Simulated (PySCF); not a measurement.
SCF from a fresh guess for singlet [OsCl3]+, at the PBE0 minimum. PySCF input:

```python
from pyscf import gto, scf, dft
mol = gto.M(atom='''
Os    -0.000000     0.000000    -0.056680
Cl     0.000000    -0.000000    -2.168810
Cl    -1.706300    -0.000000     1.239990
Cl     1.706300    -0.000000     1.239990''',
    basis={'Os': 'def2-SVP', 'Cl': 'def2-SVP'},
    ecp={'Os': 'def2-SVP'},
    charge=1, spin=0)
mf = dft.RKS(mol, xc='PBE0')
mf.grids.atom_grid = (50, 194)
aux = {'Os': 'def2-universal-JKFIT', 'Cl': 'def2-universal-JKFIT'}
mf = mf.density_fit(auxbasis=aux)
mf.conv_tol = 1e-08
mf.diis_space = 10
mf.max_cycle = 60
mf.init_guess = 'minao'
mf.verbose = 4
mf.kernel()
```

Excerpt of the output (cycles and frontier levels):

```
init E= -1458.5190344737
  HOMO = -0.542605741969628  LUMO = -0.530971802474589  gap/eV = 0.31658
cycle= 1 E= -1469.88028234766  delta_E= -11.4  |g|= 0.859  |ddm|= 8.31
  HOMO = -0.258055056164182  LUMO = -0.233356103893201  gap/eV = 0.67209
cycle= 2 E= -1468.91802243047  delta_E= 0.962  |g|= 2.05  |ddm|= 2.72
  HOMO = -0.469676255959811  LUMO = -0.421272516522023  gap/eV = 1.31713
cycle= 3 E= -1470.05281560232  delta_E= -1.13  |g|= 0.246  |ddm|= 2.13
  HOMO = -0.482837165008132  LUMO = -0.406105200052623  gap/eV = 2.08798
cycle= 4 E= -1470.05391725005  delta_E= -0.0011  |g|= 0.248  |ddm|= 0.593
  HOMO = -0.48358405306769  LUMO = -0.413049354801566  gap/eV = 1.91935
cycle= 5 E= -1470.07389687005  delta_E= -0.02  |g|= 0.0318  |ddm|= 0.299
  HOMO = -0.483167462044549  LUMO = -0.41197860602167  gap/eV = 1.93715
cycle= 6 E= -1470.07415181612  delta_E= -0.000255  |g|= 0.013  |ddm|= 0.037
  HOMO = -0.48451840868903  LUMO = -0.412687391795123  gap/eV = 1.95462
cycle= 7 E= -1470.07422476453  delta_E= -7.29e-05  |g|= 0.0042  |ddm|= 0.0324
  HOMO = -0.4850680591169  LUMO = -0.412811416728991  gap/eV = 1.96620
cycle= 8 E= -1470.07424119215  delta_E= -1.64e-05  |g|= 0.0011  |ddm|= 0.0211
  HOMO = -0.485255651118475  LUMO = -0.412781454834629  gap/eV = 1.97212
cycle= 9 E= -1470.07424401094  delta_E= -2.82e-06  |g|= 0.000587  |ddm|= 0.0108
  HOMO = -0.485301235627709  LUMO = -0.412793285164673  gap/eV = 1.97304
cycle= 10 E= -1470.07424438901  delta_E= -3.78e-07  |g|= 0.000133  |ddm|= 0.00442
  HOMO = -0.485310222937856  LUMO = -0.412790377095455  gap/eV = 1.97337
cycle= 11 E= -1470.07424440011  delta_E= -1.11e-08  |g|= 2.84e-05  |ddm|= 0.000631
  HOMO = -0.485310826112435  LUMO = -0.41278791753949  gap/eV = 1.97345
cycle= 12 E= -1470.07424440049  delta_E= -3.84e-10  |g|= 3.77e-06  |ddm|= 0.00011
  HOMO = -0.485311700947966  LUMO = -0.412788757828406  gap/eV = 1.97345
Extra cycle  E= -1470.07424440047  delta_E= 1.98e-11  |g|= 1.04e-05  |ddm|= 1.34e-05
converged SCF energy = -1470.07424440047
```

No lower solution of this spin was found by a stability analysis within the restricted form, which does not test spin polarisation.

At the minimum of this search the closed-shell solution is unstable towards spin polarisation, so a lower open-shell solution exists. No spin–orbit coupling is included, which matters more the heavier the element.

The search for the lowest solution, with the stability check, took 3.8 s on 2 threads of a shared Arm Neoverse V2 host, with 86 basis functions; the process peaked at 0.3 GiB.
